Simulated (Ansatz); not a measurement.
Correlation energies of CH6AsBO, SMILES `B[AsH]CO` by basis set

Z-matrix (Å, degrees):
```
C
As 1 1.965
O 1 1.408 2 110.8
H 1 1.097 2 105.5 3 -121.8
H 1 1.096 2 107.5 3 122.7
B 2 1.975 1 101.8 3 53.3
H 2 1.513 1 99.3 3 -50.3
H 3 0.962 1 108.5 2 175.6
H 6 1.194 2 118.8 1 42.0
H 6 1.193 2 120.2 1 -147.2
```

Total charge 0; spin multiplicity 1. Correlated methods include outer-core shells of As, which these sets cover unevenly. Scalar relativity is left out up to krypton. All single points use the PBE0-D4/def2-TZVP geometry. It is one conformer, not always the lowest. Frozen core, restricted reference, Ansatz.

```json
{"basis": "def2-SVP", "HF (Eh)": "-2374.67486", "MP2 corr.": "-0.64874"}
{"basis": "def2-TZVPP", "HF (Eh)": "-2375.12193", "MP2 corr.": "-0.79044"}
{"basis": "def2-QZVPP", "HF (Eh)": "-2375.17371", "MP2 corr.": "-1.11028"}
```

**Question.** Estimate the CCSD correlation energy and the (T) correction in each basis where they were run (hartree).

**Answer.** 
```csv
basis,CCSD corr.,(T)
def2-SVP,-0.68948,-0.01896
def2-TZVPP,-0.82450,-0.03118
```
